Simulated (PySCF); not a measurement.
## Co²⁺ (cobalt, charge +2): UHF calculation

Configuration: [Ar] 3d6 4p1, one real determinant (an excited configuration). All numbers are calculated (PySCF 2.14, the non-relativistic Hamiltonian (point nucleus), in def2-QZVPPD).

```json
{"Total energy": "-1380.207414 hartree", "One-electron energy": "-1886.9124 hartree", "Hartree (Coulomb) energy": "564.1573 hartree", "Exchange energy": "-57.4523 hartree", "Kinetic energy": "1380.16670 hartree", "⟨S²⟩": "8.7528", "⟨L²⟩": "8.015", "Sum of ⟨r⟩": "16.77 bohr", "Sum of ⟨r²⟩": "21.90 bohr²", "Traceless quadrupole moment −½Σ⟨3z² − r²⟩ along its main axis": "-3.27 e·bohr²", "Density at the nucleus (Gaussians lack the cusp)": "13300 bohr⁻³", "Spin density at the nucleus": "-1.15 bohr⁻³", "Langevin diamagnetic susceptibility": "-17.3 ×10⁻⁶ cm³/mol"}
```

| shell | electrons | mean orbital energy (hartree) | spread (hartree) | rms radius, mean of both spins (bohr) |
| --- | --- | --- | --- | --- |
| 1s α | 1 | -284.11136 | 0 | 0.0659 |
| 1s β | 1 | -284.10616 | 0 | 0.0659 |
| 2s α | 1 | -36.00586 | 0 | 0.279 |
| 2s β | 1 | -35.85446 | 0 | 0.279 |
| 2p α | 3 | -31.25841 | 0.04523 | 0.250 |
| 2p β | 3 | -31.10694 | 0.00581 | 0.250 |
| 3s α | 1 | -5.73900 | 0 | 0.834 |
| 3s β | 1 | -5.34068 | 0 | 0.834 |
| 3p α | 3 | -4.25423 | 0.08812 | 0.879 |
| 3p β | 3 | -3.77284 | 0.07921 | 0.879 |
| 3d α | 5 | -1.77263 | 0.09182 | 1.04 |
| 3d β | 1 | -1.55008 | 0 | 1.04 |
| 4p α | 1 | -0.75440 | 0 | 2.98 |

⟨L²⟩ = 8.01 against 12 for a pure F term, so this real determinant mixes terms.

Spin-orbit constants ζ (cm⁻¹) from the X2C one-electron operator on these orbitals (non-relativistic here): bare nucleus, nucleus screened by l(l+1)(2l+1)/3 electrons, and screened by the Breit-Pauli mean field of the electrons.

```json
{"shell": "2p", "bare": "80150", "screened nucleus": "74210", "mean field": "n/a"}
{"shell": "3p", "bare": "10170", "screened nucleus": "9413", "mean field": "n/a"}
{"shell": "3d", "bare": "1062", "screened nucleus": "668.8", "mean field": "n/a"}
{"shell": "4p", "bare": "720.2", "screened nucleus": "666.8", "mean field": "n/a"}
```

To first order the Landé constant is A = -44.72 cm⁻¹, so the lowest level has J = 11/2 and lies 0.0416 eV below the centre of the term. This holds in LS coupling only.
